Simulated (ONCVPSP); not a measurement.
Sc (Z = 21): variants of one ONCV potential

Base potential:

| Item | Value |
| --- | --- |
| Element | Sc (Z = 21) |
| Generator | ONCVPSP 4.0.1 |
| Type | optimised norm-conserving Vanderbilt (ONCV) |
| Functional | PBE |
| Relativity | scalar-relativistic |
| Frozen core | [Ar] |
| Valence charge | 3 |
| Reference configuration | 3d1 4s1.5 (charge +0.5) |
| Partial waves | 4s: rc 2.55 bohr, ncon 4, nbas 7, qcut 3.2 1/bohr, 1 projector; p scattering state at 0.03 Ha: rc 2.85 bohr, ncon 4, nbas 8, qcut 3.3 1/bohr, 3 projectors, debl 3.9 Ha; 3d: rc 2.80 bohr, ncon 4, nbas 9, qcut 4.5 1/bohr, 3 projectors, debl 0.9 Ha |
| Local potential | polynomial inside 2.00 bohr (lpopt 5, dvloc0 3 Ha) |
| Core correction | none |

In the p channel the program set the typed energies aside and used 0.050, 3.950, 7.850 Ha.

All-electron outer shells of the reference configuration (PBE, scalar-relativistic, ld1.x):

```json
{"shell": "3p", "level (eV)": "-36.94", "outermost node (bohr)": "0.39", "outermost maximum (bohr)": "0.97"}
{"shell": "4s", "level (eV)": "-6.87", "outermost node (bohr)": "1.32", "outermost maximum (bohr)": "3.02"}
{"shell": "3d", "level (eV)": "-6.44", "outermost node (bohr)": "–", "outermost maximum (bohr)": "1.10"}
```

Cutoffs, loose and tight: the cutoffs (Ha) at which the residual kinetic energy of the hardest occupied pseudo-wave falls to 1 and 0.1 mHa per electron. They do not see the model core or the augmentation charge, which bear on the density cutoff. Test errors are all-electron minus pseudo excitation energies from the reference, over the configurations 3d1 4s2; 3d1 4s1; 3d1 4s0; 3d1 4s1 4p1. A dash means not determined; rows that change the core or the reference have their own tests.

1 further variants are left out, since the program set their typed debl aside.

For the base: The cutoffs count occupied waves only; projector 2 of the p channel, the hardest unoccupied one, needs 29 Ha at the loose tolerance.

| change | outcome | cutoff, loose | cutoff, tight | bound ghosts | GHOST(+) flags above zero | largest test error (meV) |
| --- | --- | --- | --- | --- | --- | --- |
| base | generated, projector energies reset by the program | 9.4 Ha | 25 Ha | none | p | +234 |
| d: debl 0.4 | generated, projector energies reset by the program | 9.4 Ha | 25 Ha | none | p | +235 |
| d: debl 0.8 | generated, projector energies reset by the program | 9.4 Ha | 25 Ha | none | p | +234 |
| d: debl 1.15 | generated, projector energies reset by the program | 9.4 Ha | 25 Ha | none | p | +234 |
| d: debl 2.25 | generated, projector energies reset by the program | 9.4 Ha | 25 Ha | none | p | +233 |
| d: debl 4.2 | generated, projector energies reset by the program | 9.4 Ha | 25 Ha | none | p, d | +171 |

Reading the sweep of the debl of the d channel (base included, trends over the rows without a ghost): The loose cutoff stays near 9.4 Ha. The median size of the test errors (rows with all tests solved) falls from 10.3 meV at 0.4 to 7.7 meV at 4.2 Ha.
